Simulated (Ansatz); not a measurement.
`BC[SiH2][SiH3]` + H₂ → `BC[SiH3]` + SiH₄ at 298.15 K and 1 bar (hydrogenolysis of the Si–Si bond).

Calculated with Ansatz (gas phase, PBE0-D4/def2-TZVP geometries, no zero-point term in ΔE). CCSD(T)/CBS adds triple-zeta CCSD(T) − MP2 to the extrapolated MP2 energy (def2 sets, frozen cores). This one scheme is used for every species. Each species was taken in one conformer, which may not be the lowest.

| species | CCSD(T)/CBS energy (Eh) | H − E (kJ/mol) | S (J/(mol·K)) |
| --- | --- | --- | --- |
| `BC[SiH2][SiH3]` | -646.39812 | 258.3 | 365.8 |
| H₂ | -1.17544 | 35.1 | 130.4 |
| `BC[SiH3]` | -356.11784 | 206.8 | 302.6 |
| SiH₄ | -291.46306 | 92.1 | 204.8 |

H − E and S are ideal-gas, rigid-rotor, harmonic terms from PBE0-D4/def2-TZVP, for one conformer and one mirror image of each species. For small species the MP2-based limit differs from directly extrapolated CCSD(T) by up to some mEh (0.8 for H₂); such offsets cancel only in part. 1 Eh = 2625.50 kJ/mol, R = 8.31446 J/(mol·K).

Q: By hand: ΔE, ΔH, ΔS and ΔG.

A: ΔE = (-356.11784) + (-291.46306) − (-646.39812) − (-1.17544) = -0.00734 Eh = -19.3 kJ/mol. Δ(H − E) = 206.8 + 92.1 − 258.3 − 35.1 = 5.5, so ΔH = -13.8 kJ/mol. ΔS = 302.6 + 204.8 − 365.8 − 130.4 = 11.2 J/(mol·K). ΔG = -13.8 − 298.15 × (11.2)/1000 = -17.1 kJ/mol.

Q: By hand: the equilibrium constant, and the temperature at which ΔG would vanish if ΔH and ΔS stayed fixed.

A: log₁₀ K = −ΔG/(RT ln 10) = 3.0. ΔH and −TΔS have one sign here, so there is no such temperature.

The number of gas molecules stays the same, so ΔS is small and ΔH decides. A doubt of 5 kJ/mol in ΔE shifts log₁₀ K by 0.9 here. Other conformers and mirror images would add mixing entropy, several J/(mol·K) or more a flexible species. Modes under 60 cm⁻¹, often nearly free rotors, make the harmonic entropy too high. These are equilibria of isolated gas molecules and say nothing of rates. Largest T1 diagnostic: 0.012 (customary marks: 0.02 for closed shells, 0.045 for open ones).

ΔS is within the doubt of such terms, so its sign, and with it that verdict, could turn.
